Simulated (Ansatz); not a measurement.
`[GaH2][C]1=NC1` + HI → `[GaH2][I]` + `C1=NC1` at 298.15 K and 1 bar (ligand exchange at a Ga–C bond).

Gas-phase electronic energies from Ansatz, PBE0-D4/def2-TZVP geometries. CBS: MP2 limit from def2 TZ/QZ plus the TZ coupled-cluster correction, frozen cores. Elements past krypton have def2 core potentials. For Ga, I outer-core shells are correlated without core-valence functions, which leaves a few kJ/mol of doubt a bond. Scalar relativity is left out up to krypton.

```
         species  CCSD(T)/CBS energy (Eh)  H − E (kJ/mol)  S (J/(mol·K))
`[GaH2][C]1=NC1`              -2057.05169           145.6          319.9
              HI               -298.03592            22.7          206.5
     `[GaH2][I]`              -2222.61527            48.8          284.1
        `C1=NC1`               -132.51911           129.6          245.4
```

H − E and S are ideal-gas, rigid-rotor, harmonic terms from PBE0-D4/def2-TZVP. 1 Eh = 2625.50 kJ/mol, R = 8.31446 J/(mol·K).

Problem. By hand: ΔE, ΔH, ΔS and ΔG.

Solution. ΔE = (-2222.61527) + (-132.51911) − (-2057.05169) − (-298.03592) = -0.04677 Eh = -122.8 kJ/mol. Δ(H − E) = 48.8 + 129.6 − 145.6 − 22.7 = 10.1, so ΔH = -112.7 kJ/mol. ΔS = 284.1 + 245.4 − 319.9 − 206.5 = 3.1 J/(mol·K). ΔG = -112.7 − 298.15 × (3.1)/1000 = -113.6 kJ/mol.

Problem. By hand: the equilibrium constant, and the temperature at which ΔG would vanish if ΔH and ΔS stayed fixed.

Solution. log₁₀ K = −ΔG/(RT ln 10) = 19.9. ΔH and −TΔS have one sign here, so there is no such temperature.

The number of gas molecules stays the same, so ΔS is small and ΔH decides. A doubt of 5 kJ/mol in ΔE shifts log₁₀ K by 0.9 here. These are equilibria of isolated gas molecules and say nothing of rates. Largest T1 diagnostic: 0.013 (customary marks: 0.02 for closed shells, 0.045 for open ones).

ΔS is within the doubt of such terms, so its sign, and with it that verdict, could turn.
